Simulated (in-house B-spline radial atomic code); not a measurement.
Radial electron density of Ga8+, [Ar] 3d5. Method: non-relativistic SCAN, spin-polarised, spherical fractional occupations, point nucleus. Calculated with a radial B-spline atomic code at the basis-set limit.

Columns: r (bohr), 4πr²n(r) (electrons per bohr), bar.

```
 0.00217    1.056 #
 0.00258    1.455 #
 0.00307    1.999 ##
 0.00365    2.726 ###
 0.00434    3.693 ####
 0.00517    4.978 #####
 0.00614    6.612 #######
 0.00731    8.718 #########
 0.00869    11.31 ###########
  0.0103    14.39 ###############
  0.0123    18.14 ##################
  0.0146    22.19 #######################
  0.0174    26.55 ###########################
  0.0207    30.73 ###############################
  0.0246    34.29 ###################################
  0.0292    36.74 #####################################
  0.0348    37.68 ######################################
  0.0414     36.9 #####################################
  0.0492    34.79 ###################################
  0.0585    32.25 #################################
  0.0696    30.65 ###############################
  0.0827    31.22 ################################
  0.0984    34.38 ###################################
   0.117    39.11 ########################################
   0.139       43 ############################################
   0.166    43.33 ############################################
   0.197    38.84 #######################################
   0.234    30.96 ###############################
   0.278    23.35 ########################
   0.331    19.53 ####################
   0.394    20.36 #####################
   0.468    23.05 #######################
   0.557    23.62 ########################
   0.662    20.13 ####################
   0.788     13.8 ##############
   0.937    7.517 ########
    1.11    3.251 ###
    1.33   0.9909 #
    1.58   0.2335 
    1.87  0.04081 
    2.23 0.004419
```

On this grid the curve has 3 maxima, near 0.0348, 0.166, 0.557 bohr.

The 3p up radial function P(r) = rR(r), positive near the nucleus:

```json
{"r (bohr)": "0.00217", "P": "0.001621"}
{"r (bohr)": "0.00307", "P": "0.003199"}
{"r (bohr)": "0.00434", "P": "0.006269"}
{"r (bohr)": "0.00614", "P": "0.0122"}
{"r (bohr)": "0.00869", "P": "0.0235"}
{"r (bohr)": "0.0123", "P": "0.04451"}
{"r (bohr)": "0.0174", "P": "0.08231"}
{"r (bohr)": "0.0246", "P": "0.1472"}
{"r (bohr)": "0.0348", "P": "0.2514"}
{"r (bohr)": "0.0492", "P": "0.4013"}
{"r (bohr)": "0.0696", "P": "0.5827"}
{"r (bohr)": "0.0984", "P": "0.7294"}
{"r (bohr)": "0.139", "P": "0.711"}
{"r (bohr)": "0.197", "P": "0.3687"}
{"r (bohr)": "0.278", "P": "-0.3147"}
{"r (bohr)": "0.394", "P": "-1.065"}
{"r (bohr)": "0.557", "P": "-1.381"}
{"r (bohr)": "0.788", "P": "-1.061"}
{"r (bohr)": "1.11", "P": "-0.4863"}
{"r (bohr)": "1.58", "P": "-0.111"}
{"r (bohr)": "2.23", "P": "-0.01078"}
```
